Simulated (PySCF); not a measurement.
## Two-component Hartree-Fock for Er⁵¹⁺ (erbium, charge +51)

Start: [Ne] 3s2 3p5; 3p1/2 filled at m_j = -1/2, +1/2; 3p3/2 filled at m_j = -1/2, +1/2, +3/2. Calculated with PySCF 2.14 in an even-tempered Gaussian basis (18 s from 14 bohr⁻², ratio 2.4; 14 p from 18 bohr⁻², ratio 2.4; 4 d from 65 bohr⁻², ratio 2.6; 4 f from 98 bohr⁻², ratio 2.6): generalised Hartree-Fock with the X2C-1e Hamiltonian and a Gaussian nucleus; one run each with spin-orbit coupling (SO) switched off, then screened by Boettger's factors.

| spinor shell | electrons | ε, spin-free (eV) | ε, screened SO (eV) | weight of nominal j (screened SO) | rms radius, screened SO (bohr) |
| --- | --- | --- | --- | --- | --- |
| 1s1/2 | 2 | -61336.5 | -61321.3 | 1.000 | 0.0231 |
| 2s1/2 | 2 | -13264.6 | -13259.2 | 1.000 | 0.0923 |
| 2p1/2 | 2 | -12143.7 | -12806.7 | 1.000 | 0.0787 |
| 3s1/2 | 2 | -5171.2 | -5169.3 | 1.000 | 0.223 |
| 3p1/2 | 2 | -4826.1 | -4991.7 | 1.000 | 0.212 |
| 3p3/2 | 3 | -4826.1 | -4754.7 | 1.000 | 0.223 |

(1) Where does 2p3/2 lie, and what is the 2p spin-orbit splitting (screened SO)?

| quantity | spin-free | screened SO |
| --- | --- | --- |
| E (hartree) | -10527.11631 | -10540.31786 |
| M_J | 3/2 | 3/2 |
| ⟨J²⟩ | 3.750 | 3.750 |
| ⟨L²⟩ | 2.000 | 2.032 |
| ⟨S²⟩ | 0.750 | 0.781 |

Each row is a mean over spinors that exchange with the open shell spreads, by up to 25.403 eV (3s1/2).

Breit and QED terms are absent; they matter most for the inner s and p1/2 levels.

Densities and radii are taken from the X2C orbitals without a picture-change correction, which distorts them close to the nucleus.

Without spin-orbit coupling the j labels of p, d and f shells carry no meaning; the spin-free column gives the mean over the occupied spinors of each nl shell.

## Answers

(1) At -11863.2 eV, 943.44 eV above 2p1/2.
